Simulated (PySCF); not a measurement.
C3H11Si3 (doublet state).
Geometry (GFN2-xTB, Å), atoms numbered from 1 in this order:
```
atom  x, y, z in Å
Si1   -2.094   -0.172    1.214
C2    -2.235    0.521   -0.505
C3    -1.272    0.567   -1.474
Si4    0.434   -0.056   -1.455
C5     1.371   -0.898   -0.047
Si6    2.490    0.274    0.958
H7    -3.353    0.080    1.922
H8    -0.990    0.441    1.972
H9    -1.852   -1.627    1.209
H10   -3.197    0.946   -0.770
H11   -1.554    1.014   -2.426
H12    1.262    0.269   -2.613
H13    1.985   -1.705   -0.455
H14    0.655   -1.364    0.628
H15    3.504    0.834    0.059
H16    3.158   -0.468    2.030
H17    1.681    1.357    1.516
```

The hyperfine couplings belong to this conformer and change with its torsions.

Identity: `[SiH3]/C=C\[SiH]C[SiH3]` [radical].

Method used: PySCF, UKS B3LYP, pcH-1 on C H Si, non-relativistic, mean-field spin-orbit, GIAO. Isolated species at its GFN2-xTB geometry (one conformer only). Couplings are sensitive to structure, and on GFN2-xTB geometries they can be far from those on DFT ones, by a factor of two or more for some ions and for spin on atoms past the first row. No stability test was run, so a lower SCF solution isn't excluded.

(1) Where do the isotropic ENDOR lines of H12, H10, H13/H14, H7/H8/H9, H11 and H15/H16/H17 fall at 347.0 mT, to first order?

(2) Which pairs are centred on the nuclear Larmor frequency, and which on half the coupling?

(3) At what field would the lower line of H10 fall to zero frequency?

Results:

(1) For S = 1/2 in fast tumbling each set of equivalent nuclei gives two lines, ν± = |νn ± a/2| to first order, with νn = g_N μN B/h and μN/h = 7.62259 MHz/T.

| nuclei | isotope | g_N | νn (MHz) | a_iso (MHz) | lower line (MHz) | upper line (MHz) |
| --- | --- | --- | --- | --- | --- | --- |
| H12 | 1H | 5.5857 | 14.77 | -40.43 | 5.44 | 34.99 |
| H10 | 1H | 5.5857 | 14.77 | -26.40 | 1.58 | 27.97 |
| H13/H14 | 1H | 5.5857 | 14.77 | 16.74 | 6.40 | 23.14 |
| H7/H8/H9 | 1H | 5.5857 | 14.77 | 13.41 | 8.07 | 21.48 |
| H11 | 1H | 5.5857 | 14.77 | 6.23 | 11.66 | 17.89 |
| H15/H16/H17 | 1H | 5.5857 | 14.77 | 5.17 | 12.19 | 17.36 |

(2) Centred on νn, since |a| < 2νn: H10, H13/H14, H7/H8/H9, H11 and H15/H16/H17. Centred on |a|/2 and split by 2νn: H12.

(3) Where νn = |a|/2, that is B = 13.20 MHz/(5.5857 × 7.62259 MHz/T) = 310 mT, as far as first order holds there.

Class means assume fast exchange of nuclei equivalent by connectivity; if that motion is slow, each nucleus keeps its own coupling. The three 1H nuclei of mean +13.4 MHz run from -0.4 to 22.8 MHz in the frozen geometry. The three 1H nuclei of mean +5.2 MHz run from -0.8 to 16.8 MHz in the frozen geometry. The 1H value of +16.7 MHz is a mean of couplings from 7.7 to 25.8 MHz in this one geometry, not an average over conformers.

The Mulliken spin populations are largest on Si4 (+0.83), C2 (+0.41) and C3 (-0.19). The angles at Si4 add up to 359.5°, so it is planar; its axial dipolar tensor and the negative coupling of its proton fit spin in a p orbital normal to that plane.

Hardware: an Arm Neoverse V2 with one thread, shared host with 96 logical CPUs at a one-minute load of 44. Cost: 85 s of wall time (with the writing of density and orbital grids), 0.96 GiB resident at most.
